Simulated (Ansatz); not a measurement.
C2H6OSSi can be A, `COC([SiH3])=S`, or B, `O=C[SiH2]CS`.

Calculated with Ansatz (gas phase, PBE0-D4/def2-TZVP geometries, no zero-point term in ΔE). CBS: MP2 limit from def2 TZ/QZ plus the TZ coupled-cluster correction, frozen cores. Functionals use def2-TZVPP. Each species was taken in one conformer, which may not be the lowest.

Q: Which isomer does CCSD(T)/CBS put lower? Give the gap. (An estimate is asked.)

A: Computed: B, by 44.9 kJ/mol.

Q: Give E(B) − E(A) in kJ/mol with HF/def2-TZVPP, PBE-D4, PBE0-D4, CCSD/def2-TZVPP, ωB97M-V, r2SCAN-D4, MP2/def2-TZVPP. (An estimate is asked.)

A: The calculation gave: HF/def2-TZVPP -57.9, PBE-D4 -33.2, PBE0-D4 -40.7, CCSD/def2-TZVPP -50.8, ωB97M-V -47.5, r2SCAN-D4 -32.5, MP2/def2-TZVPP -40.8. None reverses the order clearly.

Largest T1 diagnostic: 0.017.

From PBE to PBE0 (25 % exact exchange), in def2-TZVPP and without D4, E(B) − E(A) moves by −7.5 kJ/mol. In def2-TZVPP, CCSD(T) changes the Hartree–Fock value by +14.2 kJ/mol (the triples alone add +7.1 kJ/mol) and MP2 by +17.1 kJ/mol.
